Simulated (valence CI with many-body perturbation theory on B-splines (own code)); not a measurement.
Values are calculated unless marked as measured or tabulated.
**Energy levels of Ta⁶⁶⁺**

Method: relativistic CI+MBPT: five valence electrons over a frozen Dirac-Fock core [He], a basis of 11 s, 11 p, 10 d, 8 f, 5 g, 2 h functions for each j, with the one-electron correlation potential Σ1 (screened to all orders), the two-electron term Σ2, the three-electron term Σ3, Breit, model QED; selected single and double excitations, second order for the rest, scaled by the run's own slope (own B-spline code, finite nucleus).

The last digits are not significant, and no measured levels were compared; by estimate large intervals hold to a few tenths of a per cent, small ones and those within an open d or f shell to about a per cent. Among the levels kept, up to 7400 cm⁻¹ of a level comes from second order outside the variational space, and about a tenth of that is noise between levels of different J, which matters for small intervals.

Levels 181 to 202 of 202, with energies above the lowest level, (2s^2 2p1/2^2 2p3/2) J=3/2. "Leading %" is the weight of the configuration and term that name the level; weights of strongly mixed levels are sums over their largest components and can fall short. In the jj column 3d3/2^4 stands for four electrons in 3d with j = 3/2.

```
No.  Configuration  Term    J  E (× 10³ cm⁻¹)  Leading %      g                      Leading jj
181      2s 2p3 3d   2P°  3/2           98834         55  1.306   2s 2p1/2 2p3/2^2 3d5/2 (82 %)
182      2s 2p3 3d   2P°  1/2           98854         52  1.223   2s 2p1/2 2p3/2^2 3d3/2 (54 %)
183      2s 2p3 3d   2D°  5/2           98876         55  1.183   2s 2p1/2 2p3/2^2 3d5/2 (92 %)
184     2s2 2p2 4d    2D  5/2           99057         37  1.193      2s^2 2p1/2^2 4d5/2 (100 %)
185      2s 2p3 3d   4P°  5/2           99120         32  1.292   2s 2p1/2 2p3/2^2 3d5/2 (98 %)
186     2s2 2p2 4f   2F°  5/2           99208         42  0.849      2s^2 2p1/2^2 4f5/2 (100 %)
187      2s 2p3 3d   4D°  7/2           99220         53  1.230   2s 2p1/2 2p3/2^2 3d5/2 (98 %)
188      2s 2p3 3d   4D°  5/2           99275         38  1.257   2s 2p1/2 2p3/2^2 3d5/2 (99 %)
189      2s 2p3 3d   2G°  9/2           99311         81  1.118  2s 2p1/2 2p3/2^2 3d5/2 (100 %)
190      2s 2p3 3d   2F°  7/2           99345         57  1.156   2s 2p1/2 2p3/2^2 3d5/2 (99 %)
191     2s2 2p2 4f   2F°  7/2           99368         37  1.136      2s^2 2p1/2^2 4f7/2 (100 %)
192      2s 2p3 3d   2F°  7/2           99388         49  1.190   2s 2p1/2 2p3/2^2 3d5/2 (99 %)
193      2s 2p3 3d   2D°  3/2           99414         49  1.004   2s 2p1/2 2p3/2^2 3d5/2 (98 %)
194      2s 2p3 3d   2F°  5/2           99446         39  1.101   2s 2p1/2 2p3/2^2 3d5/2 (99 %)
195      2s 2p3 3d   2P°  3/2           99460         37  1.149   2s 2p1/2 2p3/2^2 3d5/2 (98 %)
196      2s 2p3 3d   2S°  1/2           99471         48  1.311   2s 2p1/2 2p3/2^2 3d5/2 (98 %)
197      2s 2p3 3d   2P°  3/2           99552         39  1.210   2s 2p1/2 2p3/2^2 3d5/2 (98 %)
198      2s 2p3 3d   2D°  5/2           99569         43  1.056   2s 2p1/2 2p3/2^2 3d5/2 (98 %)
199         2p4 3p   4D°  7/2          100270         66  1.310    2p1/2^2 2p3/2^2 3p3/2 (98 %)
200         2p4 3p   2D°  5/2          100270         50  1.309    2p1/2^2 2p3/2^2 3p3/2 (98 %)
201         2p4 3p   2P°  1/2          100280         50  1.280    2p1/2^2 2p3/2^2 3p3/2 (98 %)
202         2p4 3p   2P°  3/2          100670         46  1.308    2p1/2^2 2p3/2^2 3p3/2 (98 %)
```

Where two levels of one J and parity lie close, their mixing, g and order are uncertain.
